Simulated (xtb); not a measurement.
xtb job for FH₃S₃Si, SMILES S[Si](S)(F)S, GFN2-xTB. 

```
$ xtb mol.xyz --gfn 2 --sp --chrg 0 --uhf 0 --json
$ cat mol.xyz
8

F     -1.42709185     1.07611075     0.37622824
Si    -0.16317548     0.12180023     0.04309987
S     -0.94902569    -1.82893918    -0.33611799
S      0.79671571     0.95264695    -1.67713752
S      1.10829674     0.15461215     1.76129987
H     -1.39002249    -2.02635592     0.89705824
H     -0.22524330     0.75350971    -2.49590563
H      1.44776067     1.42952764     1.64068541
```

It prints:

```
[banner left out]
          |                Calculation Setup                |
           -------------------------------------------------



           -------------------------------------------------
          |                 G F N 2 - x T B                 |
           -------------------------------------------------

        Reference                      10.1021/acs.jctc.8b01176
      * Hamiltonian:
        H0-scaling (s, p, d)           1.850000    2.230000    2.230000
        zeta-weighting                 0.500000
      * Dispersion:
        s8                             2.700000
        a1                             0.520000
        a2                             5.000000
        s9                             5.000000
      * Repulsion:
        kExp                           1.500000    1.000000
        rExp                           1.000000
      * Coulomb:
        alpha                          2.000000
        third order                    shell-resolved
        anisotropic                    true
        a3                             3.000000
        a5                             4.000000
        cn-shift                       1.200000
        cn-exp                         4.000000
        max-rad                        5.000000


          ...................................................
          :                      SETUP                      :
          :.................................................:
          :  # basis functions                  47          :
          :  # atomic orbitals                  43          :
          :  # shells                           17          :
          :  # electrons                        32          :
          :  max. iterations                   250          :
          :  Hamiltonian                  GFN2-xTB          :
          :  restarted?                      false          :
          :  GBSA solvation                  false          :
          :  PC potential                    false          :
          :  electronic temp.          300.0000000     K    :
          :  accuracy                    1.0000000          :
          :  -> integral cutoff          0.2500000E+02      :
          :  -> integral neglect         0.1000000E-07      :
          :  -> SCF convergence          0.1000000E-05 Eh   :
          :  -> wf. convergence          0.1000000E-03 e    :
          :  Broyden damping             0.4000000          :
          :  net charge                          0          :
          :  unpaired electrons                  0          :
          ...................................................

 iter      E             dE          RMSdq      gap      omega  full diag
   1    -17.7497945 -0.177498E+02  0.841E+00    5.69       0.0  T
   2    -17.8332946 -0.835000E-01  0.394E+00    4.79       1.0  T
   3    -17.8558709 -0.225763E-01  0.330E+00    5.24       1.0  T
   4    -17.9052430 -0.493721E-01  0.932E-01    4.82       1.0  T
   5    -17.9094463 -0.420333E-02  0.463E-01    4.90       1.0  T
   6    -17.9096433 -0.197019E-03  0.229E-01    4.90       1.0  T
   7    -17.9097026 -0.592927E-04  0.745E-02    4.92       1.0  T
   8    -17.9097177 -0.150947E-04  0.319E-02    4.91       1.1  T
   9    -17.9097240 -0.627590E-05  0.508E-03    4.91       7.0  T
  10    -17.9097241 -0.106828E-06  0.161E-03    4.91      21.9  T
  11    -17.9097241 -0.128174E-07  0.528E-04    4.91      66.9  T
  12    -17.9097241 -0.949711E-09  0.245E-04    4.91     144.2  T

   *** convergence criteria satisfied after 12 iterations ***

         #    Occupation            Energy/Eh            Energy/eV
      -------------------------------------------------------------
         1        2.0000           -0.8956642             -24.3723
       ...           ...                  ...                  ...
        10        2.0000           -0.5220493             -14.2057
        11        2.0000           -0.5068161             -13.7912
        12        2.0000           -0.4555379             -12.3958
        13        2.0000           -0.4553573             -12.3909
        14        2.0000           -0.4194362             -11.4134
        15        2.0000           -0.4128172             -11.2333
        16        2.0000           -0.4126504             -11.2288 (HOMO)
        17                         -0.2321167              -6.3162 (LUMO)
        18                         -0.2208750              -6.0103
        19                         -0.2203313              -5.9955
        20                         -0.2029631              -5.5229
        21                         -0.1691350              -4.6024
       ...                                ...                  ...
        43                          0.8875191              24.1506
      -------------------------------------------------------------
                  HL-Gap            0.1805336 Eh            4.9126 eV
             Fermi-level           -0.3223836 Eh           -8.7725 eV

 SCC (total)                   0 d,  0 h,  0 min,  0.019 sec
 SCC setup                      ...        0 min,  0.000 sec (  0.882%)
 Dispersion                     ...        0 min,  0.000 sec (  0.272%)
 classical contributions        ...        0 min,  0.000 sec (  0.163%)
 integral evaluation            ...        0 min,  0.003 sec ( 17.307%)
 iterations                     ...        0 min,  0.009 sec ( 49.616%)
 molecular gradient             ...        0 min,  0.006 sec ( 30.002%)
 printout                       ...        0 min,  0.000 sec (  1.609%)

         :::::::::::::::::::::::::::::::::::::::::::::::::::::
         ::                     SUMMARY                     ::
         :::::::::::::::::::::::::::::::::::::::::::::::::::::
         :: total energy             -17.843091436979 Eh    ::
         :: gradient norm              0.000450565120 Eh/a0 ::
         :: HOMO-LUMO gap              4.912569818563 eV    ::
         ::.................................................::
         :: SCC energy               -17.909714316036 Eh    ::
         :: -> isotropic ES            0.043629952155 Eh    ::
         :: -> anisotropic ES          0.004018769963 Eh    ::
         :: -> anisotropic XC          0.001205220187 Eh    ::
         :: -> dispersion             -0.007615182065 Eh    ::
         :: repulsion energy           0.066622879057 Eh    ::
         :: add. restraining           0.000000000000 Eh    ::
         :: total charge               0.000000000000 e     ::
         :::::::::::::::::::::::::::::::::::::::::::::::::::::

           -------------------------------------------------
          |                Property Printout                |
           -------------------------------------------------

    * Orbital Energies and Occupations

         #    Occupation            Energy/Eh            Energy/eV
      -------------------------------------------------------------
         1        2.0000           -0.8956642             -24.3723
       ...           ...                  ...                  ...
         4        2.0000           -0.7405537             -20.1515
         5        2.0000           -0.6452034             -17.5569
         6        2.0000           -0.5532724             -15.0553
         7        2.0000           -0.5532527             -15.0548
         8        2.0000           -0.5415873             -14.7373
         9        2.0000           -0.5222038             -14.2099
        10        2.0000           -0.5220493             -14.2057
        11        2.0000           -0.5068161             -13.7912
        12        2.0000           -0.4555379             -12.3958
        13        2.0000           -0.4553573             -12.3909
        14        2.0000           -0.4194362             -11.4134
        15        2.0000           -0.4128172             -11.2333
        16        2.0000           -0.4126504             -11.2288 (HOMO)
        17                         -0.2321167              -6.3162 (LUMO)
        18                         -0.2208750              -6.0103
        19                         -0.2203313              -5.9955
        20                         -0.2029631              -5.5229
        21                         -0.1691350              -4.6024
        22                         -0.1684465              -4.5837
        23                         -0.1357190              -3.6931
        24                         -0.0645586              -1.7567
        25                         -0.0643455              -1.7509
        26                         -0.0406216              -1.1054
        27                         -0.0402756              -1.0960
       ...                                ...                  ...
        43                          0.8875191              24.1506
      -------------------------------------------------------------
                  HL-Gap            0.1805336 Eh            4.9126 eV
             Fermi-level           -0.3223836 Eh           -8.7725 eV

     #   Z          covCN         q      C6AA      α(0)
     1   9 F        0.705    -0.233    11.594     4.020
     2  14 Si       3.332     0.624   111.333    21.180
     3  16 S        1.800    -0.305   154.257    20.905
     4  16 S        1.800    -0.306   154.308    20.908
     5  16 S        1.800    -0.305   154.291    20.907
     6   1 H        0.923     0.175     1.234     1.737
     7   1 H        0.923     0.175     1.235     1.738
     8   1 H        0.923     0.175     1.234     1.737

 Mol. C6AA /au·bohr⁶  :       2937.876213
 Mol. C8AA /au·bohr⁸  :     139678.557364
 Mol. α(0) /au        :         93.132724


Wiberg/Mayer (AO) data.
largest (>0.10) Wiberg bond orders for each atom

 ---------------------------------------------------------------------------
     #   Z sym  total        # sym  WBO       # sym  WBO       # sym  WBO
 ---------------------------------------------------------------------------
     1   9 F    1.244 --     2 Si   1.098
     2  14 Si   4.084 --     1 F    1.098     3 S    0.978     5 S    0.977
                             4 S    0.977
     3  16 S    2.117 --     2 Si   0.978     6 H    0.948
     4  16 S    2.116 --     2 Si   0.977     7 H    0.948
     5  16 S    2.117 --     2 Si   0.977     8 H    0.948
     6   1 H    0.969 --     3 S    0.948
     7   1 H    0.969 --     4 S    0.948
     8   1 H    0.969 --     5 S    0.948
 ---------------------------------------------------------------------------

Topologies differ in total number of bonds
Writing topology from bond orders to xtbtopo.mol

molecular dipole:
                 x           y           z       tot (Debye)
 q only:       -0.173       0.135       0.046
   full:       -0.361       0.281       0.094       1.187
molecular quadrupole (traceless):
                xx          xy          yy          xz          yz          zz
 q only:       -1.097       1.918      -0.032       0.707      -0.586       1.129
  q+dip:       -0.783       1.408      -0.019       0.541      -0.482       0.803
   full:       -1.639       2.867      -0.087       1.051      -0.902       1.725


           -------------------------------------------------
          | TOTAL ENERGY              -17.843091436979 Eh   |
          | GRADIENT NORM               0.000450565120 Eh/α |
          | HOMO-LUMO GAP               4.912569818563 eV   |
           -------------------------------------------------

------------------------------------------------------------------------
------------------------------------------------------------------------
 total:
 SCF:
Note: The following floating-point exceptions are signalling: IEEE_UNDERFLOW_FLAG IEEE_DENORMAL
normal termination of xtb
```

Self-consistency was reached.
